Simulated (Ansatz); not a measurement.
Harmonic vibrations of F₃Ge (`[F][Ge]([F])[F]`) radical by finite differences.

```yaml
crystal:
  periodic: [false, false, false]
  atoms:
    - {symbol: F, position_ang: [0.773015, -0.481718, 1.324219]}
    - {symbol: Ge, position_ang: [0.320407, -0.234681, -0.317322]}
    - {symbol: F, position_ang: [-1.293087, -0.812030, -0.471724]}
    - {symbol: F, position_ang: [0.255163, 1.468129, -0.555474]}
basis:
  gaussian: {orbitals: def2-TZVP}
magnetization: {spin_polarized: true, initial_magnetization: 1}
hamiltonian: {xc: pbe0, dispersion: d4}
phonons: {temperatures: {t_min: 298.15, t_max: 900, t_step: 200}}
```

```sh
$ ansatz run in.yaml --threads 2 --pin off --events-out ev --progress --plain
```

Shortened log:

```
Functional definition: PBE0
mean field -64659.65939835 eV, -2376.1986549981 hartree, gradient 3.2e-5 eV, S^2 0.752245; 0 other end points of the search recorded, 0 dependent functions left out
mean field -64659.65939147 eV, -2376.1986547451 hartree, gradient 2.4e-6 eV, S^2 0.752248; 0 other end points of the search recorded, 0 dependent functions left out
mean field -64659.65938213 eV, -2376.1986544020 hartree, gradient 3.0e-6 eV, S^2 0.752242; 0 other end points of the search recorded, 0 dependent functions left out
mean field -64659.65936026 eV, -2376.1986535984 hartree, gradient 1.4e-6 eV, S^2 0.752251; 0 other end points of the search recorded, 0 dependent functions left out
mean field -64659.65935001 eV, -2376.1986532217 hartree, gradient 1.9e-6 eV, S^2 0.752238; 0 other end points of the search recorded, 0 dependent functions left out
mean field -64659.65931334 eV, -2376.1986518741 hartree, gradient 2.9e-6 eV, S^2 0.752253; 0 other end points of the search recorded, 0 dependent functions left out
mean field -64659.65930909 eV, -2376.1986517178 hartree, gradient 1.2e-6 eV, S^2 0.752236; 0 other end points of the search recorded, 0 dependent functions left out
mean field -64659.65928940 eV, -2376.1986509944 hartree, gradient 1.2e-6 eV, S^2 0.752240; 0 other end points of the search recorded, 0 dependent functions left out
mean field -64659.65929203 eV, -2376.1986510908 hartree, gradient 1.4e-6 eV, S^2 0.752250; 0 other end points of the search recorded, 0 dependent functions left out
mean field -64659.65931204 eV, -2376.1986518264 hartree, gradient 2.5e-6 eV, S^2 0.752236; 0 other end points of the search recorded, 0 dependent functions left out
mean field -64659.65932662 eV, -2376.1986523619 hartree, gradient 2.1e-6 eV, S^2 0.752254; 0 other end points of the search recorded, 0 dependent functions left out
mean field -64659.65938011 eV, -2376.1986543277 hartree, gradient 1.4e-6 eV, S^2 0.752241; 0 other end points of the search recorded, 0 dependent functions left out
mean field -64659.65938862 eV, -2376.1986546406 hartree, gradient 2.4e-6 eV, S^2 0.752248; 0 other end points of the search recorded, 0 dependent functions left out
mean field -64659.65939092 eV, -2376.1986547250 hartree, gradient 2.4e-6 eV, S^2 0.752244; 0 other end points of the search recorded, 0 dependent functions left out
mean field -64659.65939579 eV, -2376.1986549039 hartree, gradient 2.1e-6 eV, S^2 0.752245; 0 other end points of the search recorded, 0 dependent functions left out
Total energy: -64659.71048806 eV, -2376.2005325101 hartree
Atom 0 at     0.773015    -0.481718     1.324219 Å, force     0.000004    -0.000004    -0.000028 eV/Å
Atom 1 at     0.320407    -0.234681    -0.317322 Å, force    -0.000084     0.000058     0.000034 eV/Å
Atom 2 at    -1.293087    -0.812030    -0.471724 Å, force     0.000041    -0.000025    -0.000003 eV/Å
Atom 3 at     0.255163     1.468129    -0.555474 Å, force     0.000038    -0.000029    -0.000003 eV/Å
Dipole moment:     0.274304    -0.196518    -0.279416 e Å
Vibrations: 210.34 210.36 265.76 699.16 728.38 728.45 cm⁻¹, zero-point energy 0.176209 eV
```

Hardware: 2 threads of a server CPU on a shared host. Wall time 32 s, peak host memory 0.37 GiB.
